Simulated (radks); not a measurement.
Species: Te36+. Configuration: [Ne] 3s2 3p4. Calculated with a radial shooting solver on a logarithmic mesh with Libxc functionals: Dirac Kohn-Sham, relativistic LDA (MacDonald-Vosko exchange, VWN5 correlation), spin-unpolarised, spherical densities, finite nucleus; open shells fill j = l - 1/2 first; Fermi nuclear charge, rms radius 4.7423 fm. Some entries of the table are withheld. Estimate them.

| orbital | occ. | eigenvalue (eV) | <r> (bohr) | r(max) (bohr) |
|---|---|---|---|---|
| 1s1/2 | 2 | -33465.22 | (1) | 0.01801 |
| 2s1/2 | 2 | -6798.204 | 0.1184 | 0.1013 |
| 2p1/2 | 2 | -6522.483 | 0.09977 | (2) |
| 2p3/2 | 4 | -6244.495 | 0.1051 | (3) |
| 3s1/2 | 2 | -2598.911 | 0.2909 | 0.2750 |
| 3p1/2 | 2 | -2498.393 | 0.2767 | 0.2589 |
| 3p3/2 | 2 | -2430.438 | 0.2849 | 0.2674 |

Answer. 
(1) 1s1/2 <r> (bohr): 0.02791
(2) 2p1/2 r(max) (bohr): 0.07767
(3) 2p3/2 r(max) (bohr): 0.08228
